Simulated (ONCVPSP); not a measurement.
# Ranking ONCV potentials for iridium (Ir)

All share these settings but for the change named:

ONCVPSP 4.0.1 input, shortened (lines: element, Z, core and valence counts, functional; n l f; lmax; l rc ep ncon nbas qcut; lloc lpopt rc5 dvloc0; l nproj debl; icmod fcfact rcfact), BLYP, scalar-relativistic:

```
  Ir 77.00   10    4  -106131      upf
    1    0    2.00
    2    0    2.00
    2    1    6.00
    3    0    2.00
    3    1    6.00
    3    2   10.00
    4    0    2.00
    4    1    6.00
    4    2   10.00
    4    3   14.00
    5    0    2.00
    5    1    6.00
    5    2    7.00
    6    0    1.75
    2
    0    1.70    0.00    4    8    6.10
    1    1.70    0.00    4    7    6.60
    2    1.55    0.00    3    6    5.90
    2    5    1.55    0.00
    0    2    2.20
    1    2    0.50
    2    0    2.20
    2    0.25    0.90
```

In the p channel the program set the typed energies aside and used -2.077, 0.250 Ha.

Test errors are all-electron minus pseudo excitation energies from the reference, over 5s2 5p6 5d7 6s2; 5s2 5p6 5d7 6s1; 5s2 5p6 5d7 6s0; 5s2 5p6 5d6 6s2. None of these files shows a bound ghost.

The base gives 17.5 meV.

Of 8 variants that were run, those that failed, showed a ghost or another fault, or gave nearly equal values are left out.

A variant can come out equal or close to the base, since the largest error may sit in a test that the change hardly touches while other tests move.

Question: Rank these variants by their largest absolute test error, smallest first.
A. all radii but the core radius scaled by about 1.30 (s 2.20, p 2.20, d 2.02 bohr)
B. all radii but the core radius scaled by about 1.04 (s 1.76, p 1.76, d 1.62 bohr)
C. all radii but the core radius scaled by about 1.19 (s 2.02, p 2.02, d 1.84 bohr)
D. all radii but the core radius scaled by about 0.83 (s 1.42, p 1.42, d 1.28 bohr)
E. all radii but the core radius scaled by about 0.77 (s 1.30, p 1.30, d 1.20 bohr)

Answer: E (11.0 meV), D (12.9 meV), B (17.9 meV), C (20.3 meV), A (23.0 meV).
